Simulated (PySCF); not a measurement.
**Excitation energy of Cr by level of theory**

Cr [Ar] 3d5 4s1 (7S) → Cr [Ar] 3d6 (5D), as a difference of total energies. All numbers are calculated (PySCF 2.14, scalar relativity by spin-free X2C-1e, in x2c-TZVPPall). The calculations carry no spin-orbit coupling.

```
   method  excitation energy (cm⁻¹)
      LDA                     34322
      PBE                     34182
     PBE0                     37546
   r2SCAN                     38769
      M06                     35726
     PW91                     34236
CAM-B3LYP                     34599
```
